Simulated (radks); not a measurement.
Species: W39+. Configuration: [Ar] 3d10 4s2 4p5. All-electron calculation, scalar-relativistic Kohn-Sham, PBE, spin-polarised, spherical densities, finite nucleus; open shells are filled with parallel spins first (spin-orbit coupling, left out, can overturn this in heavy ions); Fermi nuclear charge, rms radius 5.3658 fm. Program: a radial shooting solver on a logarithmic mesh with Libxc functionals.

Unscreened Slater integrals over Kohn-Sham orbitals (cm^-1). They are taken over the spin-up orbitals.

| integral | value |
|---|---|
| F0(4p,4p) | 475630 |
| F2(4p,4p) | 247920 |
| F0(4p,4s) | 481870 |
| G1(4p,4s) | 325640 |
| F0(4p,3d) | 602740 |
| F2(4p,3d) | 173510 |
| G1(4p,3d) | 56253 |
| G3(4p,3d) | 56931 |
| F0(4s,4s) | 488690 |
| F0(4s,3d) | 613360 |
| G2(4s,3d) | 57904 |
| F0(3d,3d) | 1112200 |
| F2(3d,3d) | 568430 |
| F4(3d,3d) | 366110 |

Derived for the open shells (J is the average intra-shell exchange parameter used in DFT+U). 4p: J = F2/5 = 49580 cm^-1.
